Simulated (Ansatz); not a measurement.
Gas-phase electronic energies from Ansatz, PBE0-D4/def2-TZVP geometries. CBS: MP2 limit from def2 TZ/QZ plus the TZ coupled-cluster correction, frozen cores. Functionals use def2-TZVPP. Each species was taken in one conformer, which may not be the lowest.

Consider the redistribution: `[SiH3][SiH]1[CH2][AlH]1` + `O[SiH2][SiH3]` → `[SiH3][SiH2][SiH]1[CH2][AlH]1` + `O[SiH3]`.

Question: Is it downhill or uphill in electronic energy at CCSD(T)/CBS, and by how much? (Best estimate.)

Answer: The calculation gave: Downhill: ΔE = -16.0 kJ/mol.

Question: What do these levels give: PBE-D4, r2SCAN-D4, B2PLYP, HF/def2-TZVPP, MP2/def2-TZVPP, SCS-MP2/def2-TZVPP, CCSD/def2-TZVPP, MP2/def2-QZVPP, SCS-MP2/def2-QZVPP, HF/CBS(def2), MP2/CBS(def2), CCSD/CBS(def2)? (Best estimate.)

Answer: Computed: PBE-D4 -12.4, r2SCAN-D4 -13.8, B2PLYP -13.8, HF/def2-TZVPP -12.8, MP2/def2-TZVPP -19.0, SCS-MP2/def2-TZVPP -17.2, CCSD/def2-TZVPP -15.1, MP2/def2-QZVPP -18.9, SCS-MP2/def2-QZVPP -17.1, HF/CBS(def2) -12.6, MP2/CBS(def2) -18.9, CCSD/CBS(def2) -15.0 kJ/mol.

Largest T1 diagnostic among the species: 0.014.

In def2-TZVPP, CCSD(T) changes the Hartree–Fock value by −3.3 kJ/mol (the triples alone add −1.0 kJ/mol) and MP2 by −6.2 kJ/mol.
